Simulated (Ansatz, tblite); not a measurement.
Cost and result up the ladder for `SCCCCc1ccc(/N=N/c2ccccc2)cc1` (37 atoms). Total charge 0; singlet. Geometry: PBE-D4/def2-SVP.

Cartesian coordinates in Å:
```
S 0.345 -4.896 3.812
C 1.807 -4.267 2.898
C 1.516 -3.815 1.468
C 2.750 -3.239 0.766
C 2.489 -2.787 -0.687
C 1.518 -1.636 -0.791
C 0.159 -1.846 -1.101
C -0.742 -0.777 -1.147
C -0.301 0.537 -0.886
N -1.282 1.547 -0.961
N -0.858 2.725 -0.759
C -1.843 3.735 -0.824
C -1.382 5.057 -0.645
C -2.281 6.129 -0.692
C -3.647 5.888 -0.917
C -4.111 4.568 -1.094
C -3.220 3.494 -1.050
C 1.062 0.763 -0.575
C 1.948 -0.312 -0.529
H 0.122 -5.973 3.006
H 2.616 -5.027 2.926
H 2.160 -3.411 3.512
H 0.696 -3.067 1.485
H 1.127 -4.680 0.883
H 3.138 -2.375 1.350
H 3.565 -3.996 0.761
H 3.457 -2.492 -1.145
H 2.109 -3.650 -1.274
H -0.195 -2.868 -1.310
H -1.805 -0.924 -1.387
H -0.305 5.205 -0.470
H -1.917 7.159 -0.553
H -4.356 6.729 -0.953
H -5.184 4.385 -1.267
H -3.549 2.453 -1.184
H 1.384 1.795 -0.380
H 3.009 -0.132 -0.290
```

Ansatz on 2 threads of AMD EPYC 7R13 on a shared host and a share (18 GiB) of an NVIDIA H100 80GB HBM3; xTB runs through tblite on one thread. Times are rough, summed over both states, and most runs start from the orbitals of an earlier one. PBE0-D4/def2-TZVP serves as the yardstick here, not as an exact answer. The other state is a triplet.

The xTB rows come from tblite. Single mean-field runs in def2-TZVP are fitted with def2-universal-jkfit. HOMO above LUMO, or a gap near zero within one spin, warns that the state may not be the lowest or that an electron is smeared out.

xTB has no spin-polarisation term.

| level | functions | wall time | vertical triplet (eV) | difference from PBE0-D4/def2-TZVP (eV) | remarks |
| --- | --- | --- | --- | --- | --- |
| GFN2-xTB | 99 | 0.099 s | 1.22 | -0.62 | – |
| GFN1-xTB | 117 | 0.16 s | 1.73 | -0.11 | – |
| PBE-D4/def2-TZVP (with forces) | 703 | 16 s | 1.76 | -0.08 | gap within one spin near zero (triplet) |
| PBE0-D4/def2-TZVP | 703 | 16 s | 1.84 | 0.00 | – |
